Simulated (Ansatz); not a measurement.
Reaction (redistribution): `N[SiH2][O][GeH3]` + `[CH3][MgH]` → `[SiH3][O][GeH3]` + `[CH3][Mg][NH2]`

Calculated with Ansatz (gas phase, PBE0-D4/def2-TZVP geometries, no zero-point term in ΔE). CCSD(T)/CBS is the MP2 limit (def2-TZVPP, def2-QZVPP) plus CCSD(T) − MP2 in def2-TZVPP, frozen cores. For Ge, Mg outer-core shells are correlated without core-valence functions, which leaves a few kJ/mol of doubt a bond. Scalar relativity is left out up to krypton. One conformer a species, not always the lowest.

```tsv
species	HF/CBS(def2) energy (Eh)
`N[SiH2][O][GeH3]`	-2497.92834
`[CH3][MgH]`	-239.79955
`[SiH3][O][GeH3]`	-2442.82475
`[CH3][Mg][NH2]`	-294.89771
```

(1) Work out ΔE.

Largest T1 diagnostic among the species: 0.012.

## Answers

(1) ΔE = (-2442.82475) + (-294.89771) − (-2497.92834) − (-239.79955) = 0.00543 Eh = +14.3 kJ/mol. CCSD(T)/CBS gives +2.7 kJ/mol.

The D4 term adds +4.7 kJ/mol with B3LYP and +2.5 kJ/mol with PBE0; it sums over pairs of atoms, weighted by their polarisabilities, and B3LYP, whose exchange is more repulsive, gets the larger term. In def2-TZVPP, CCSD(T) changes the Hartree–Fock value by −7.8 kJ/mol (the triples alone add −0.0 kJ/mol) and MP2 by −11.7 kJ/mol.

B3LYP here is the variant with VWN-RPA as its local correlation; programs differ in this.
